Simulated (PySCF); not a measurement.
Start geometry of 4-fluoroaniline (`NC1=CC=C(F)C=C1`) from GFN2-xTB (Å):
```
atom  x, y, z in Å
N1     2.2970   -0.2323    0.1060
C2     0.9277   -0.0914    0.0280
C3     0.3314    1.1577    0.2135
C4    -1.0426    1.2914    0.2076
C5    -1.8250    0.1679    0.0147
F6    -3.1743    0.2953    0.0066
C7    -1.2646   -1.0818   -0.1736
C8     0.1102   -1.2066   -0.1672
H9     2.8442    0.6012   -0.0323
H10    2.6878   -1.0660   -0.3008
H11    0.9566    2.0256    0.3637
H12   -1.5109    2.2527    0.3485
H13   -1.9022   -1.9385   -0.3245
H14    0.5640   -2.1758   -0.3125
```

What comes out of this run: PBE0-D3(BJ)/def2-SVP geometry optimisation, gas phase in PySCF?

```
atom  x, y, z in Å
N1     2.4312   -0.0491    0.1033
C2     1.0562    0.0904    0.0327
C3     0.4460    1.3433    0.2124
C4    -0.9386    1.4779    0.1934
C5    -1.7332    0.3569   -0.0062
F6    -3.0644    0.4841   -0.0270
C7    -1.1599   -0.8946   -0.1873
C8     0.2251   -1.0248   -0.1676
H9     2.9715    0.7861   -0.0798
H10    2.8171   -0.8693   -0.3452
H11    1.0692    2.2268    0.3739
H12   -1.4121    2.4517    0.3317
H13   -1.8051   -1.7611   -0.3443
H14    0.6737   -2.0121   -0.3063
```

The energy falls by 3.6 kJ/mol over 5 energy and gradient evaluations, the largest force component goes from 0.0210 to 2.3e-04 Eh/bohr, and the atoms move by 0.023 Å rms after alignment. The bond that changes most is C5–F6 (aromatic C–F carbon to aryl fluorine), which shortens by 0.018 Å. Bonds longer at the end by more than 0.005 Å: 11 of 14; shorter: 1. Among the angles that change most is H9–N1–H10, from 114.8° to 112.7°. Rotational constants go from 5639, 1467, 1165 to 5617, 1450, 1154 MHz. The orientation of the end geometry is arbitrary; only internal coordinates are fixed.

The run used 142 basis functions and 37 SCF cycles in all.

Whether it is a minimum is left open (no frequencies).
